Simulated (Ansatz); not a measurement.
**CH6BSb (SMILES C[BH][SbH2]): name the method**

CH6BSb: 9 atoms, total charge 0, spin state singlet. As SMILES, `C[BH][SbH2]`. The shape is that of a PBE0-D4/def2-TZVP optimisation. This is one conformer, not always the lowest.

```
atom    x (Å)    y (Å)    z (Å)
   C  -0.6965   0.9767  -0.6005
   B   0.3862  -0.1322  -0.5470
  Sb   1.4152  -0.7670   1.3237
   H  -1.6378   0.4493  -0.8245
   H  -0.5517   1.6626  -1.4415
   H  -0.8567   1.5453   0.3164
   H   0.7527  -0.6535  -1.5622
   H   1.2580  -2.4350   1.0192
   H   0.0190  -0.6924   2.2992
```

A calculation with Ansatz 0.2.0 gave:

The total energy is -306.6287 Eh, the HOMO energy is -5.68 eV and the LUMO energy is -2.37 eV. The HOMO–LUMO gap is 3.31 eV.

Q: Which of these levels gave the numbers?
A. HF/3-21G
B. HF/def2-SVPD (core potential)
C. HF/STO-3G
D. BLYP/def2-SVPD (core potential)

A: D. The others give -305.2227 Eh (HF/def2-SVPD (core potential)), -6316.6201 Eh (HF/STO-3G), -6351.3073 Eh (HF/3-21G).
